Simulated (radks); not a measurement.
The numbers below are computed, except where a source is named.
Neutral xenon inside a hard spherical wall (all orbitals vanish at R), configuration held at [Xe] and not refilled when levels cross. Level of theory: scalar-relativistic Kohn-Sham, PBEsol, spin-polarised, spherical densities, point nucleus (a radial shooting solver on a logarithmic mesh with Libxc functionals). Eigenvalues in eV for spin up, with the zero of energy where the potential of the charges vanishes at infinity; a dash marks a level that is unbound or too diffuse for the functional's potential to be trusted. A positive occupied level is held by the wall or, in an anion where self-interaction has pushed it up, behind a barrier. The pressure on the wall is -dE/dV.

R (bohr),E (hartree),kinetic (hartree),e(4p),e(4d),e(5s),e(5p),"e(6s, empty)","e(5d, empty)",pressure (GPa)
free,-7444.25530,7828.065,-141.07,-59.314,-19.780,-8.243,-,-,0
15,-7444.25530,7828.065,-141.07,-59.314,-19.780,-8.243,-,-,< 0.0001
7,-7444.25159,7828.100,-140.88,-59.132,-19.630,-8.097,2.138,3.445,0.274
6,-7444.23779,7828.208,-140.44,-58.697,-19.284,-7.744,4.515,4.703,1.77
4,-7443.82581,7830.506,-134.68,-53.065,-14.886,-2.718,24.847,14.285,105
3.5,-7443.25008,7833.180,-129.94,-48.475,-10.952,2.059,41.276,21.860,333
2.5,-7437.90271,7853.796,-107.58,-27.119,14.149,32.681,133.34,65.075,4770
1.5,-7377.25500,8049.128,-10.799,73.669,220.56,262.65,655.28,325.54,198000
